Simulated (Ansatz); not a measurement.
Stretching the Si1–N2 bond in SiN (multiplicity 2 held). Energies count from the point at 1.567 Å.


R- and RO- levels are restricted; in cc, def2 and unpolarised 6-31G sets they are followed outwards from rest. Unrestricted levels (U-) break spin symmetry where that is lower. Full CI gives the lowest state of the spin. Curves can end on different states.

Cores are frozen in the correlated methods.

Programs: Ansatz (a program for electronic structure) with Gaussian orbitals. Each number belongs to the level named beside it.

Q: What is the computed energy at R = 6.270 Å (FCI/6-31G)?

A: 273 kJ/mol

Q: Estimate the energy at R = 6.270 Å that RO-HF/6-31G returns for this input.

A: 1172 kJ/mol

Q: What energy at R = 6.270 Å does U-SCS-MP2/6-31G give?

A: 174 kJ/mol

Doubts at one or more of the structures used: a restricted determinant that unrestricted orbitals would lower (RO-HF/6-31G); a spin-contaminated determinant (U-SCS-MP2/6-31G).
